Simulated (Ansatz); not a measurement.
Relaxation of H6O3Si2 (11 atoms, charge 0, multiplicity 1), to a largest force component of 0.02 eV/Å in at most 40 steps.

The calculation used RKS PBE-D4/6-31G in Ansatz 0.2.0.

```xyz
11
Properties=species:S:1:pos:R:3
Si 0.000 0.000 0.000
O 0.000 0.000 1.680
H -0.909 -0.281 2.017
O 1.584 0.000 -0.559
H 1.901 -0.952 -0.676
O -0.791 1.371 -0.559
H -1.749 1.140 -0.782
Si -1.046 -1.812 -0.739
H -1.703 -2.485 0.377
H -2.045 -1.427 -1.731
H -0.078 -2.717 -1.351
```

Q: Where does it end, and by what steps?

A: It converged. The force dipped under the threshold on the way, but the program's further checks kept it going. Limits of this set-up: no polarisation functions. After 14 steps the energy has fallen by 1.132 eV; H5 moved furthest, 1.36 Å.

```json
{"step": "0", "energy less start (eV)": "0.0000", "largest force component (eV/Å)": "2.065", "accepted": "yes"}
{"step": "1", "energy less start (eV)": "-0.5815", "largest force component (eV/Å)": "1.057", "accepted": "yes"}
{"step": "2", "energy less start (eV)": "-0.6757", "largest force component (eV/Å)": "0.468", "accepted": "yes"}
{"step": "3", "energy less start (eV)": "-0.7542", "largest force component (eV/Å)": "0.918", "accepted": "yes"}
{"step": "4", "energy less start (eV)": "-0.8588", "largest force component (eV/Å)": "0.491", "accepted": "yes"}
{"step": "5", "energy less start (eV)": "-0.9232", "largest force component (eV/Å)": "0.312", "accepted": "yes"}
{"step": "6", "energy less start (eV)": "-1.0156", "largest force component (eV/Å)": "0.179", "accepted": "yes"}
{"step": "7", "energy less start (eV)": "-1.0669", "largest force component (eV/Å)": "0.344", "accepted": "yes"}
{"step": "8", "energy less start (eV)": "-1.1084", "largest force component (eV/Å)": "0.311", "accepted": "yes"}
{"step": "9", "energy less start (eV)": "-1.1249", "largest force component (eV/Å)": "0.199", "accepted": "yes"}
{"step": "10", "energy less start (eV)": "-1.1303", "largest force component (eV/Å)": "0.032", "accepted": "yes"}
{"step": "11", "energy less start (eV)": "-1.1310", "largest force component (eV/Å)": "0.019", "accepted": "yes"}
{"step": "12", "energy less start (eV)": "-1.1310", "largest force component (eV/Å)": "0.131", "accepted": "no"}
{"step": "13", "energy less start (eV)": "-1.1313", "largest force component (eV/Å)": "0.042", "accepted": "yes"}
{"step": "14", "energy less start (eV)": "-1.1315", "largest force component (eV/Å)": "0.009", "accepted": "yes"}
```

```xyz
11
Properties=species:S:1:pos:R:3
Si -0.155 -0.285 0.025
O 0.192 -0.507 1.707
H -0.051 0.228 2.315
O 1.291 -0.142 -0.920
H 2.050 0.395 -0.599
O -1.054 1.209 0.070
H -1.325 1.668 -0.754
Si -1.260 -2.138 -0.893
H -2.577 -2.328 -0.176
H -1.535 -1.886 -2.359
H -0.412 -3.377 -0.741
```

Time of the run: 42 s on 1 thread of Arm Neoverse V2, with other jobs on the host, peak memory 0.12 GiB.
